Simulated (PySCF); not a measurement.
mercury atom (Hg), singlet (core potentials on Hg). Base run: M06L/def2-TZVP (PySCF).

The PySCF input:
```python
from pyscf import gto, scf, dft

mol = gto.Mole()
mol.atom = '''
    Hg    0.00000000    0.00000000    0.00000000
'''
mol.basis = 'def2-tzvp'
mol.ecp = {'Hg': 'def2-tzvp'}
mol.verbose = 4
mol.build()

mf = dft.RKS(mol)
mf.xc = 'm06l'
mf.kernel()
mf.analyze()
```

Each row names what was changed in the base input (with any setting that the change needs).

```csv
change,ΔE vs base (µEh),grid points,electrons on the grid,outcome
base,0.0,23744,20.00000,converged
"grids.atom_grid = (75, 302)",419,13656,20.00000,converged
grids.radi_method = delley,4.4,20984,20.00000,converged
grids.level = 0,-1733,3224,20.00000,converged
grids.radi_method = mura_knowles,4.4,20000,20.00000,converged
grids.level = 5,4.4,50496,20.00000,converged
grids.level = 1,878,8840,20.00000,converged
grids.prune = dft.gen_grid.sg1_prune,-,-,-,input refused
grids.level = 7,4.5,97760,20.00000,converged
grids.prune = off,0.0,43400,20.00000,converged
grids.radi_method = gauss_chebyshev,-12.4,21744,20.00000,converged
```

- grids.prune = dft.gen_grid.sg1_prune: ended with `IndexError: index 80 is out of bounds for axis 0 with size 19`
